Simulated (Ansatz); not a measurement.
Geometry optimisation, Ansatz, DFT PBE, scalar-relativistic, plane waves, PAW.

Input file:

```yaml
crystal:
  lattice:
    - [5.048742, 0.0, 0.0]
    - [0.0, 5.048742, 0.0]
    - [0.0, 0.0, 17.135561]
  atoms:
    - { symbol: H, position: [0.4277868, 0.0, 0.0583582] }
    - { symbol: H, position: [0.0722132, 0.0, 0.0583582] }
    - { symbol: H, position: [0.9277868, 0.0, 0.0583582] }
    - { symbol: H, position: [0.5722132, 0.0, 0.0583582] }
    - { symbol: H, position: [0.4277868, 0.5, 0.0583582] }
    - { symbol: H, position: [0.0722132, 0.5, 0.0583582] }
    - { symbol: H, position: [0.9277868, 0.5, 0.0583582] }
    - { symbol: H, position: [0.5722132, 0.5, 0.0583582] }
    - { symbol: C, position: [0.25, 0.0, 0.0953981] }
    - { symbol: C, position: [0.75, 0.0, 0.0953981] }
    - { symbol: C, position: [0.25, 0.5, 0.0953981] }
    - { symbol: C, position: [0.75, 0.5, 0.0953981] }
    - { symbol: C, position: [0.25, 0.25, 0.1474828] }
    - { symbol: C, position: [0.75, 0.25, 0.1474828] }
    - { symbol: C, position: [0.25, 0.75, 0.1474828] }
    - { symbol: C, position: [0.75, 0.75, 0.1474828] }
    - { symbol: C, position: [0.0, 0.25, 0.1995674] }
    - { symbol: C, position: [0.5, 0.25, 0.1995674] }
    - { symbol: C, position: [0.0, 0.75, 0.1995674] }
    - { symbol: C, position: [0.5, 0.75, 0.1995674] }
    - { symbol: C, position: [0.0, 0.0, 0.2516521] }
    - { symbol: C, position: [0.5, 0.0, 0.2516521] }
    - { symbol: C, position: [0.0, 0.5, 0.2516521] }
    - { symbol: C, position: [0.5, 0.5, 0.2516521] }
    - { symbol: C, position: [0.25, 0.0969069, 0.297901] }
    - { symbol: C, position: [0.75, 0.0969069, 0.297901] }
    - { symbol: C, position: [0.25, 0.4030931, 0.297901] }
    - { symbol: C, position: [0.75, 0.4030931, 0.297901] }
    - { symbol: H, position: [0.75, 0.0208818, 0.3580601] }
    - { symbol: H, position: [0.25, 0.4791182, 0.3580601] }
    - { symbol: H, position: [0.75, 0.4791182, 0.3580601] }
    - { symbol: H, position: [0.8940473, 0.4346713, 0.3452213] }
basis:
  ecutwfc: 420.0
kpoints:
  mp_grid: { grid: [3, 3, 1] }
hamiltonian:
  xc: pbe
  pseudopotentials: { kind: paw, azcp: { folder: soft_1 } }
scf:
  occupations: { method: gaussian, width: 0.02 }
  lower_state_search: "off"
relax:
  f_tol: 0.03
  max_steps: 60
  adjacent_minimum: "off"
  constraints: [{ sites: [0, 1, 2, 3, 4, 5, 6, 7, 8, 9, 10, 11, 12, 13, 14, 15] }]
output:
  write_density: true
  write_potential: true
  elf: true
  volumetric_format: npy
```

Launched with:

```bash
$ ansatz run input.yaml --threads 2 --pin off --max-ram 5120MiB --backend cpu --events-out ev --progress --plain --runs-dir out
```

Problem. Where does it end, and by what steps?

Solution. It converged. Limits of this set-up: coarse k mesh, thin slab, slab without dipole correction. After 20 steps the energy has fallen by 4.447 eV; H32 moved furthest, 1.77 Å. Parted: C26–C28 (1.55 → 2.48 Å), H31–H32 (0.79 → 1.76 Å).

```tsv
step	energy less start (eV)	largest force component (eV/Å)	accepted
0	0.0000	4.602	yes
1	-1.9094	1.551	yes
2	-2.1861	0.617	yes
3	-2.2656	0.175	yes
4	-2.2769	0.146	yes
5	-2.2932	0.665	yes
6	-2.3176	0.478	yes
7	-2.3881	0.532	yes
8	-2.4778	0.914	yes
9	-2.7103	1.469	yes
10	-3.0976	2.325	yes
11	-3.7671	2.042	yes
12	-4.2168	0.767	yes
13	-4.3438	1.126	yes
14	-4.4072	0.576	yes
15	-4.4278	0.372	yes
16	-4.4336	0.425	yes
17	-4.4398	0.249	yes
18	-4.4456	0.112	yes
19	-4.4465	0.042	yes
20	-4.4466	0.006	yes
```

```xyz
32
Lattice="5.0487 0.0000 0.0000 0.0000 5.0487 0.0000 0.0000 0.0000 17.1356" Properties=species:S:1:pos:R:3
H 2.160 0.000 1.000
H 0.365 0.000 1.000
H 4.684 0.000 1.000
H 2.889 0.000 1.000
H 2.160 2.524 1.000
H 0.365 2.524 1.000
H 4.684 2.524 1.000
H 2.889 2.524 1.000
C 1.262 0.000 1.635
C 3.787 0.000 1.635
C 1.262 2.524 1.635
C 3.787 2.524 1.635
C 1.262 1.262 2.527
C 3.787 1.262 2.527
C 1.262 3.787 2.527
C 3.787 3.787 2.527
C -0.025 1.267 3.386
C 2.550 1.267 3.386
C 0.031 3.788 3.448
C 2.494 3.788 3.448
C 0.015 0.035 4.345
C 2.510 0.035 4.345
C 0.005 2.482 4.337
C 2.520 2.482 4.336
C 1.262 0.460 5.102
C 3.787 -0.017 5.130
C 1.262 2.082 5.150
C 3.787 2.555 5.159
H 3.786 0.306 6.170
H 1.262 2.511 6.161
H 3.787 2.115 6.153
H 3.787 3.746 5.492
```

Whether the end is a true minimum wasn't checked by a vibrational analysis.

The run took 2.8 min on 2 threads of Arm Neoverse V1 (shared host), peak memory 0.7 GiB.
